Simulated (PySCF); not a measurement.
**Radial density of Ar(2+) (argon, charge +2)**

r2SCAN0, [Ne] 3s2 3p4, high-spin 3P determinant. Calculation: PySCF 2.14, in an uncontracted even-tempered set (23 s from 0.01 bohr⁻², ratio 2.5; 15 p from 0.013 bohr⁻², ratio 2.5; 6 d from 0.91 bohr⁻², ratio 2.7; 5 f from 1.4 bohr⁻², ratio 2.7); the spin-free X2C one-electron Hamiltonian (Gaussian nucleus).

| r (bohr) | 4πr²ρ (e/bohr) | 4πr²(ρα − ρβ) |
| --- | --- | --- |
| 0.00152 | 0.1286 | 0.0000 |
| 0.00256 | 0.3371 | 0.0000 |
| 0.00430 | 0.8637 | 0.0000 |
| 0.00724 | 2.128 | 0.0001 |
| 0.0122 | 4.904 | 0.0003 |
| 0.0205 | 10.07 | 0.0014 |
| 0.0344 | 17.02 | 0.0067 |
| 0.0579 | 20.97 | 0.0325 |
| 0.0974 | 17.09 | 0.1281 |
| 0.164 | 15.05 | 0.3295 |
| 0.276 | 21.01 | 0.3519 |
| 0.464 | 13.21 | -0.0086 |
| 0.780 | 4.272 | 0.7178 |
| 1.31 | 4.906 | 1.6086 |
| 2.21 | 1.259 | 0.4480 |
| 3.71 | 0.03078 | 0.0105 |
| 6.24 | 1.097e-05 | 0.0000 |

Densities and radii are taken from the X2C orbitals without a picture-change correction, which distorts them close to the nucleus.

Problem. Where is the radial spin density 4πr²(ρα − ρβ) most negative, and why is it negative at all?

Solution. Around r = 0.464 bohr, down to -0.0086 e/bohr: exchange with the open shell polarises the paired shells in an unrestricted calculation.
